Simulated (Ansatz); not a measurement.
`F[Si](F)(F)[GeH3]` + H₂S → `F[Si](F)(F)S` + GeH₄ at 700 K and 1 bar (cleavage of the Si–Ge bond).

Computed with Ansatz on PBE0-D4/def2-TZVP structures; ΔE is electronic, products minus reactants. CBS: MP2 limit from def2 TZ/QZ plus the TZ coupled-cluster correction, frozen cores. This one scheme is used for every species. For Ge outer-core shells are correlated without core-valence functions, which leaves a few kJ/mol of doubt a bond. Scalar relativity is left out up to krypton. One conformer a species, not always the lowest.

```csv
species,CCSD(T)/CBS energy (Eh),H − E (kJ/mol),S (J/(mol·K))
`F[Si](F)(F)[GeH3]`,-2666.58098,161.8,465.3
H₂S,-398.97279,64.8,236.9
`F[Si](F)(F)S`,-987.07717,111.5,420.2
GeH₄,-2078.49493,112.9,267.3
```

H − E and S are ideal-gas, rigid-rotor, harmonic terms from PBE0-D4/def2-TZVP, for one conformer and one mirror image of each species. 1 Eh = 2625.50 kJ/mol, R = 8.31446 J/(mol·K).

Problem. By hand: ΔE, ΔH, ΔS and ΔG.

Solution. ΔE = (-987.07717) + (-2078.49493) − (-2666.58098) − (-398.97279) = -0.01833 Eh = -48.1 kJ/mol. Δ(H − E) = 111.5 + 112.9 − 161.8 − 64.8 = -2.2, so ΔH = -50.3 kJ/mol. ΔS = 420.2 + 267.3 − 465.3 − 236.9 = -14.7 J/(mol·K). ΔG = -50.3 − 700 × (-14.7)/1000 = -40.0 kJ/mol.

Problem. By hand: the equilibrium constant, and the temperature at which ΔG would vanish if ΔH and ΔS stayed fixed.

Solution. log₁₀ K = −ΔG/(RT ln 10) = 3.0. ΔG = 0 at ΔH/ΔS = 3422 K, far beyond where these terms or the molecules hold.

The number of gas molecules stays the same, so ΔS is small and ΔH decides. A doubt of 5 kJ/mol in ΔE shifts log₁₀ K by 0.4 here. Other conformers and mirror images would add mixing entropy, several J/(mol·K) or more a flexible species. These are equilibria of isolated gas molecules and say nothing of rates. Largest T1 diagnostic: 0.012 (customary marks: 0.02 for closed shells, 0.045 for open ones).
